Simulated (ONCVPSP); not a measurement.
potassium: ONCV pseudisation with LDA (Perdew-Wang 92), scalar-relativistic reference atom.

- Element: K (Z = 19)
- Generator: ONCVPSP 4.0.1
- Type: optimised norm-conserving Vanderbilt (ONCV)
- Functional: LDA (Perdew-Wang 92)
- Relativity: scalar-relativistic
- Frozen core: [Ne]
- Valence charge: 9
- Reference configuration: 3s2 3p6 3d1
- Partial waves: 3s: rc 1.60 bohr, ncon 4, nbas 8, qcut 7.3 1/bohr, 2 projectors, debl 3.3 Ha; 3p: rc 2.10 bohr, ncon 4, nbas 8, qcut 7.9 1/bohr, 2 projectors, debl 1.2 Ha; 3d: rc 4.00 bohr, ncon 4, nbas 8, qcut 2 1/bohr, 1 projector
- Local potential: polynomial inside 1.05 bohr (lpopt 5, dvloc0 1 Ha)
- Core correction: Teter function, parameters optimised by the program

All-electron outer shells of the reference configuration (LDA (PZ), scalar-relativistic, ld1.x):

| shell | level (eV) | outermost node (bohr) | outermost maximum (bohr) |
| --- | --- | --- | --- |
| 3s | -36.53 | 0.48 | 1.07 |
| 3p | -20.19 | 0.45 | 1.15 |
| 3d | -0.63 | – | 6.98 |

Does the generator finish with these settings?

Yes, a potential is produced and its reference levels are reproduced.

Estimate the cutoffs (Ha) at which the residual kinetic energy of the hardest occupied pseudo-wave falls to 1 and 0.1 mHa per electron.

19 Ha and 22 Ha.

Does the potential have ghost states?

No bound ghost flagged; GHOST(+) flagged for s at 269.2 eV.

Which valence shell sets the plane-wave cutoff?

3s: 19 Ha for 1 mHa per electron, against 13 Ha for 3p.

Tests: 3s2 3p6 3d0 4s1; 3s2 3p6 3d0; 3s2 3p6 3d0 4s0.5; 3s2 3p6 3d0 4p1. Which has the largest error in its energy relative to the reference configuration, and how large is it?

3s2 3p6 3d0, with +22 meV (all-electron minus pseudo) on +1.89 eV.
